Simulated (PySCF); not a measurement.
C₄H₂ClF, SMILES C#C/C(Cl)=C\F.

Geometry optimised at ωB97X-D3(BJ)/def2-SVP. The structure was generated by enumeration; whether it is a known compound was not checked.

These are PySCF 2.14.0 with TDA-PBE/def2-SVPD values and carry that method's errors.

Vertical excitations. The molecule is in vacuum. State labels are in the subgroup Cs.

Computed excitation energies, oscillator strengths and character:
```tsv
state	symmetry	energy (eV)	λ (nm)	f	main pairs
S1	A"	4.68	265	0.000	HOMO→LUMO+1 99 %
S2	A"	5.15	241	0.000	HOMO−1→LUMO 100 %
S3	A'	5.47	227	0.205	HOMO→LUMO 72 %, HOMO−1→LUMO+1 16 %
S4	A'	5.70	218	0.015	HOMO−2→LUMO 77 %, HOMO−1→LUMO+1 18 %
S5	A"	5.94	209	0.000	HOMO−3→LUMO 99 %
S6	A"	6.28	197	0.001	HOMO−2→LUMO+1 92 %
S7	A"	6.41	193	0.001	HOMO→LUMO+2 93 %
S8	A'	6.69	185	0.133	HOMO−3→LUMO+1 56 %, HOMO−1→LUMO+1 27 %
S9	A"	6.77	183	0.008	HOMO→LUMO+3 88 %
S10	A"	6.86	181	0.007	HOMO→LUMO+4 92 %
T1	A'	3.22	384	0	HOMO→LUMO 98 %
T2	A"	4.35	285	0	HOMO→LUMO+1 96 %
T3	A"	4.91	253	0	HOMO−1→LUMO 92 %
T4	A'	4.98	249	0	HOMO−2→LUMO 49 %, HOMO−1→LUMO+1 42 %
```
Triplets are in the Tamm–Dancoff approximation.
